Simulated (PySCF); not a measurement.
# How methods differ on the ionisation energy of Nd²⁷⁺

Nd²⁷⁺ [Ar] 3d10 4s2 4p3 [4p1/2^2 4p3/2^1, M_J = 3/2] → Nd²⁸⁺ [Ar] 3d10 4s2 4p2 [4p1/2^2, M_J = 0], as a difference of total energies. Computed with PySCF 2.14 in an even-tempered Gaussian basis (17 s from 2.3 bohr⁻², ratio 2.8; 13 p from 2.9 bohr⁻², ratio 2.8; 8 d from 5.2 bohr⁻², ratio 2.8; 4 f from 15 bohr⁻², ratio 3), with the two-component X2C-1e Hamiltonian. Correlated levels: [Ne] frozen; the 74 highest virtual spinors dropped. "Screened" scales the spin-orbit matrix elements by Boettger's factors to mimic the two-electron term; Breit and QED terms are absent.

```tsv
method	ionisation energy (eV)
GHF (spin-free)	989.45
GMP2 (spin-free)	990.34
GHF (screened spin-orbit)	975.05
GMP2 (screened spin-orbit)	975.89
```

Problem. How much does correlation contribute at GMP2 (screened spin-orbit)?

Solution. 975.89 − (975.05) = 0.84 eV, measured against GHF (screened spin-orbit).

Breit and QED terms and the two-electron picture change are absent.

The spin-free rows relax to the high-spin LS determinant and lack the spin-orbit shift.

The labels give the starting determinants; with spin-orbit coupling the two ends relaxed to ⟨J²⟩ = 3.75, ⟨L²⟩ = 2.22, ⟨S²⟩ = 1.70 and ⟨J²⟩ = 0.00, ⟨L²⟩ = 1.35, ⟨S²⟩ = 1.35.

For comparison: 978 ± 4 eV (theoretical estimate listed by NIST; NIST Atomic Spectra Database, ionization energies).
